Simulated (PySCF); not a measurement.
CH₂NO, SMILES N[C]=O, multiplicity 2. Atoms are numbered in the order given.

```xyz
5

N     -0.0928     1.0769     0.0000
C      0.4032    -0.1595     0.0000
O     -0.1504    -1.2107     0.0000
H     -1.0921     1.2387     0.0000
H      0.5260     1.8653     0.0000
```
Charge 0, spin multiplicity 2.

Geometry: PBE0-D3(BJ)/def2-TZVP. The isomer is the one that the SMILES or the coordinates give; other isomers of the formula were not compared. The values are those of a single conformer.

Method: M06-2X/def2-TZVPD in PySCF.

Mulliken values depend strongly on the basis, most of all with diffuse functions as here. Atomic charges (e):

```json
[
 {"atom": "N1", "Mulliken": "-0.43", "meta-Löwdin": "-0.42", "Mulliken spin": "0.05"},
 {"atom": "C2", "Mulliken": "0.24", "meta-Löwdin": "0.27", "Mulliken spin": "0.68"},
 {"atom": "O3", "Mulliken": "-0.36", "meta-Löwdin": "-0.36", "Mulliken spin": "0.26"},
 {"atom": "H4", "Mulliken": "0.26", "meta-Löwdin": "0.24", "Mulliken spin": "0.03"},
 {"atom": "H5", "Mulliken": "0.29", "meta-Löwdin": "0.27", "Mulliken spin": "-0.03"}
]
```
